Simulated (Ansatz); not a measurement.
C₄H₄N (SMILES [c-]1cc[nH]c1), charge -1, singlet, at a GFN2-xTB geometry (a gas-phase anion, which may not be bound at this level); Ansatz (a first-principles code) with CCSD(T)/STO-3G.

The Ansatz input:
Ansatz 0.2 input:
```yaml
crystal:
  periodic: [false, false, false]
  atoms:
    - {symbol: H, position_ang: [-0.02361208, -0.00903330, 2.11033186]}
    - {symbol: N, position_ang: [-0.01195216, 0.01503237, 1.09704447]}
    - {symbol: C, position_ang: [0.01575145, 1.13269334, 0.24842767]}
    - {symbol: C, position_ang: [-0.02097855, -1.08973227, 0.28483805]}
    - {symbol: C, position_ang: [0.02524534, 0.80457479, -1.08776751]}
    - {symbol: C, position_ang: [0.00064455, -0.64671222, -1.00864412]}
    - {symbol: H, position_ang: [0.02635805, 2.11162462, 0.73353758]}
    - {symbol: H, position_ang: [-0.04212282, -2.08743635, 0.71986259]}
    - {symbol: H, position_ang: [-0.00093481, -1.32532347, -1.86416783]}
basis:
  gaussian:
    orbitals: STO-3G
total_charge: -1
magnetization: {spin_polarized: false}
correlation: {method: ccsd_t, electrons: outside_noble_gas}
accuracy: high
```

Task: Write the output that Ansatz gives for this input, abridged.

Result: 
```
Functional definition: HF
613 factors; integrals over basis functions are off by at most 4.8e-9 eV
mean field evaluation 1: about -5584.7343 eV, gradient 3.3e1 eV
mean field evaluation 2: about -5584.9815 eV, gradient 3.3e1 eV
mean field evaluation 4: about -5588.8128 eV, gradient 2.8e0 eV
mean field evaluation 8: about -5588.8699 eV, gradient 6.4e-5 eV
mean field evaluation 16: about -5584.7343 eV, gradient 3.3e1 eV
mean field -5588.86713026 eV, -205.3870787667 hartree, gradient 3.0e-8 eV, S^2 0.000000; 0 other end points of the search recorded, 0 dependent functions left out; unrestricted orbitals would lower it
5 core orbitals not correlated
reference -5588.86713026 eV, -205.3870787667 hartree; 13, 13 occupied and 11, 11 virtual orbitals, 613 factors
second order -7.43714833 eV of doubles, -0.00000000 eV of singles
cycle   1  -8.26495860 eV  change   -8.3e-1 eV  update   9.5e-2
cycle   2  -8.70447469 eV  change   -4.4e-1 eV  update   3.5e-2
cycle   3  -8.81943040 eV  change   -1.1e-1 eV  update   1.5e-2
cycle   4  -8.83012562 eV  change   -1.1e-2 eV  update   4.8e-3
cycle   5  -8.82905480 eV  change    1.1e-3 eV  update   1.6e-3
cycle   6  -8.82824670 eV  change    8.1e-4 eV  update   5.4e-4
cycle   7  -8.82823674 eV  change    1.0e-5 eV  update   2.0e-4
cycle   8  -8.82835972 eV  change   -1.2e-4 eV  update   6.9e-5
cycle   9  -8.82835897 eV  change    7.5e-7 eV  update   2.6e-5
cycle  10  -8.82834790 eV  change    1.1e-5 eV  update   1.1e-5
cycle  11  -8.82834688 eV  change    1.0e-6 eV  update   3.6e-6
cycle  12  -8.82834604 eV  change    8.4e-7 eV  update   1.3e-6
cycle  13  -8.82834669 eV  change   -6.5e-7 eV  update   3.7e-7
cycle  14  -8.82834660 eV  change    8.8e-8 eV  update   1.5e-7
cycle  15  -8.82834651 eV  change    9.5e-8 eV  update   5.4e-8
cycle  16  -8.82834648 eV  change    2.4e-8 eV  update   3.0e-8
cycle  17  -8.82834600 eV  change    4.8e-7 eV  update   1.3e-7
cycle  18  -8.82834592 eV  change    8.3e-8 eV  update   4.4e-8
cycle  19  -8.82834588 eV  change    3.6e-8 eV  update   1.5e-8
cycle  20  -8.82834588 eV  change    5.0e-9 eV  update   5.0e-9
cycle  21  -8.82834588 eV  change    1.7e-9 eV  update   1.6e-9
cycle  22  -8.82834588 eV  change    1.1e-9 eV  update  6.3e-10
perturbative correction -0.22573771 eV, -0.0082957078 hartree
Total energy: -5597.92121384 eV, -205.7198102014 hartree
```
